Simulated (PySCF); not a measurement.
**Se⁺: ionisation energy**

Se⁺ [Ar] 3d10 4s2 4p3 (4S) → Se²⁺ [Ar] 3d10 4s2 4p2 (3P), as a difference of total energies. All numbers are calculated (PySCF 2.14, the spin-free X2C one-electron Hamiltonian (Gaussian nucleus), in Sapporo-DKH3-DZP-2012). Correlated levels: valence: [Ar] 3d10 frozen. The calculations carry no spin-orbit coupling.

Q: Order these methods by the ionisation energy they give, lowest first.
A. SCS-MP2 (valence)
B. PBE0
C. MP2 (valence)
D. MN15

A: A (21.154 eV), C (21.280 eV), B (21.452 eV), D (21.479 eV).

The reference lies between the lowest fine-structure levels, while these numbers refer to the centres of the terms.

Errors of the correlated levels include the incompleteness of this basis and the frozen core.

For comparison: 21.196 ± 0.01 eV (measured; NIST Atomic Spectra Database, ionization energies).
